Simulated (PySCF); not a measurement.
## Worked example: refractive index and permittivity of the vapour

CH3F3Si, SMILES FC[SiH](F)F.

The structure is a stationary point at ωB97X-D3(BJ)/def2-SVP. Other conformers were not sampled.

PBE0/def2-TZVP (PySCF) gives a mean static polarisability of 35.4 bohr³ and a dipole moment of 2.93 D. Take an ideal gas at 298.15 K and 0.01 bar, whether or not the substance is that volatile.

### Question
Work out n − 1 in the optical limit and the static ε − 1.

### Answer

Polarisability volume α' = 35.4 × 0.148185 = 5.25 Å³. Number density N = p/kT = 2.43e-7 Å⁻³.
Dilute limit of Lorentz–Lorenz: n − 1 = 2π N α' = 8.0e-6.
Orientation term of Debye: μ²/(3kT) = 8.098 Å³ × μ²(D²) = 69.52 Å³.
ε − 1 = 4π N (α' + μ²/3kT) = 0.00023. Orientation of the dipole supplies 93 % of the static response; it can't follow optical fields. Vibrational polarisation and dispersion are left out.
